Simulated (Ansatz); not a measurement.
Reaction (formal exchange of groups at the Al–B bond): `[AlH2][B]([SiH3])[SiH3]` + trisilane → `[AlH2][SiH]([SiH3])[SiH3]` + `[SiH3]B[SiH3]`

Gas-phase electronic energies from Ansatz, PBE0-D4/def2-TZVP geometries. CCSD(T)/CBS is the MP2 limit (def2-TZVPP, def2-QZVPP) plus CCSD(T) − MP2 in def2-TZVPP, frozen cores. DFT in def2-TZVPP. B3LYP here is the variant with VWN-RPA as its local correlation; programs differ in this.

```tsv
level	ΔE (kcal/mol)	difference from CCSD(T)/CBS
PBE-D4	-4.7	0.1
r2SCAN-D4	-4.4	0.4
B3LYP-D4	-4.4	0.4
ωB97X-V	-4.6	0.2
ωB97M-V	-4.1	0.7
PBE	-4.7	0.1
r2SCAN	-4.4	0.4
B3LYP	-4.5	0.3
HF/def2-TZVPP	-4.8	0.0
MP2/def2-TZVPP	-5.4	-0.6
SCS-MP2/def2-TZVPP	-5.1	-0.3
CCSD/def2-TZVPP	-4.8	0.0
CCSD(T)/def2-TZVPP	-4.9	-0.1
HF/def2-QZVPP	-4.7	0.1
SCS-MP2/def2-QZVPP	-5.0	-0.2
HF/CBS(def2)	-4.6	0.2
CCSD(T)/CBS	-4.8	0
```

Largest T1 diagnostic among the species: 0.015.
